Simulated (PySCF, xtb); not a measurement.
C3H6AlFO, SMILES C=C[CH2][Al]([OH])[F].

GFN2-xTB (xtb) at its own geometry gives an orbital gap of 3.62 eV and a dipole moment of 2.29 D.

Geometry: PBE0-D3(BJ)/def2-SVP. The structure was generated by enumeration; whether it is a known compound was not checked. The values are those of a single conformer.

### Question
What does M06-2X/def2-TZVP (PySCF) give? (Estimate from the structure and the level; the computed values follow.)

### Answer
gap 8.19 eV (levels -8.16 and 0.04 eV), dipole 0.91 D.
